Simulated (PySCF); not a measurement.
Computed properties of RbCl, SMILES [Cl][Rb]

RbCl, SMILES [Cl][Rb]. Geometry: PBE0-D3(BJ)/def2-TZVPD. The def2 effective core potentials stand for the cores of Rb; spin–orbit coupling is left out. Other conformers were not sampled. All values are computed for the isolated molecule unless a solvent is named; none is compared with measurement here.

**Structure.** The optimised structure has C∞v symmetry. All 1 harmonic modes at PBE0-D3(BJ)/def2-TZVPD (PySCF) are real, so it is a minimum.

**Vibrations.** The strongest infrared lines (harmonic, unscaled, degenerate partners summed) lie at 224 cm⁻¹ (45 km/mol, Cl 71 %, Rb 29 %). The softest mode is at 224 cm⁻¹ and the zero-point energy is 0.3 kcal/mol.

**Electronic structure.** B3LYP/def2-TZVPD (PySCF) places the frontier levels at -5.65 and -1.64 eV, a gap of 4.01 eV, and gives a dipole moment of 10.83 D and a mean polarisability of 43.2 bohr³.

**Excitations.** TDA-CAM-B3LYP/def2-TZVPD (PySCF) has S1 at 4.10 eV (302 nm, f = 0.027, weak); the most intense of the 10 singlets computed lies at 4.35 eV (f = 0.08). Strengths of degenerate partners are summed. T1 (TDA) is at 4.06 eV, 0.04 eV under S1. No vertical singlet excitation falls in the visible range (under 3.1 eV).
